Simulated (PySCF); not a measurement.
Do core-level shifts follow atomic charges?

Species: C4H12N2OSi2.
Numbering: `[CH3:1][C:2](=[O:3])[NH:4][Si@@H:5]1[CH2:6][CH2:7][SiH2:8][NH:9]1`

Geometry (PBE0-D3(BJ)/def2-SVP, Å), atoms numbered from 1 in this order:
```xyz
21
C4H12N2OSi2 angstrom
C      3.1233    0.1726   -0.1431
C      1.7385   -0.3751   -0.3814
O      1.4635   -1.5583   -0.2579
N      0.7682    0.5088   -0.7515
Si    -0.8402   -0.1879   -1.0603
C     -2.0801    1.2281   -1.2280
C     -3.4295    0.7505   -0.6517
Si    -3.0710   -0.3817    0.8266
N     -1.5223   -0.9897    0.3131
H      3.7812   -0.6424    0.1787
H      3.1035    0.9563    0.6299
H      3.5221    0.6221   -1.0656
H      0.9959    1.4939   -0.8144
H     -0.7160   -1.0474   -2.2702
H     -1.6934    2.0685   -0.6237
H     -2.1807    1.6052   -2.2589
H     -3.9676    0.1433   -1.4000
H     -4.0954    1.5913   -0.3983
H     -4.0983   -1.4579    0.9940
H     -3.0161    0.3717    2.1236
H     -1.0210   -1.7586    0.7452
```

Binding energies: PySCF, delta-SCF UKS SCAN, pcX-2 on the ionised atom, pcseg-1 elsewhere, spin-free X2C. Charges: PBE0/pcSseg-1 ground-state density, for the ionised atom.

| atom | environment | C 1s (eV) | Mulliken (e) | IAO (e) | Hirshfeld (e) | ESP (e) |
| --- | --- | --- | --- | --- | --- | --- |
| C7 | sp3 carbon bound to silicon | 290.11 | -0.546 | -0.535 | -0.156 | -0.304 |
| C6 | sp3 carbon bound to silicon | 290.13 | -0.573 | -0.549 | -0.162 | -0.205 |
| C1 | methyl carbon next to a carbonyl | 291.13 | -0.263 | -0.469 | -0.120 | -0.632 |
| C2 | amide carbonyl carbon | 293.62 | +0.360 | +0.448 | +0.182 | +0.868 |

Task: Give the correlation coefficient and slope of binding energy on charge for each scheme.

Result: Mulliken: r = 1.00, slope 3.8 eV per e; Hirshfeld: r = 0.98, slope 9.8 eV per e; IAO: r = 0.98, slope 3.3 eV per e; ESP: r = 0.84, slope 2.1 eV per e. On 4 points no scheme stands out.

Task: The point-charge model writes a binding energy as kq + V + constant, with V the potential of the other atoms' charges at the site. What does it give with the IAO charges?

Result: V = Σ 14.40 eV Å × q/r over all other atoms: +5.68 eV at C7, +6.14 eV at C6, +7.13 eV at C1, -9.09 eV at C2. Fitting binding energy − V to q gives k = 19.1 eV per e and leaves an rms residual of 0.66 eV, against 0.31 eV for the fit on q alone. The model has no term for differences in relaxation between sites.

Geometry: PBE0-D3(BJ)/def2-SVP, one conformer, isolated molecule.
